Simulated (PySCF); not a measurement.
Molecule: `Nc1ccccn1`, C5H6N2.

Structure with atom numbers: `[NH2:1][c:2]1[cH:3][cH:4][cH:5][cH:6][n:7]1`. Each H is labelled by its parent atom.

Geometry PBE0-D3(BJ)/def2-SVP throughout; GIAO in PySCF 2.14.0 with density-fitted response routines, gas phase, one conformer, non-relativistic; equivalent atoms averaged; basis pcSseg-1.

For orientation, wB97X-D gives these absolute shieldings σ: N7 -39.0, C2 20.6, C6 27.6, C5 67.0, C3 75.5, H(C6) 23.18, H(C5) 24.89, H(C3) 25.16, H(N1) 27.56 ppm.

A run gave: N7 -38.8, C2 23.1, C6 29.3, C5 67.5, C3 75.8, H(C6) 23.09, H(C5) 24.79, H(C3) 25.06, H(N1) 27.45 ppm (absolute shieldings σ).

Which functional was used in that run?
A. PBE0
B. BLYP
C. LDA
D. WP04

Results:

A. C5 tells them apart best: PBE0 gives 67.5, BLYP gives 59.4, LDA gives 60.2, WP04 gives 55.0 ppm.
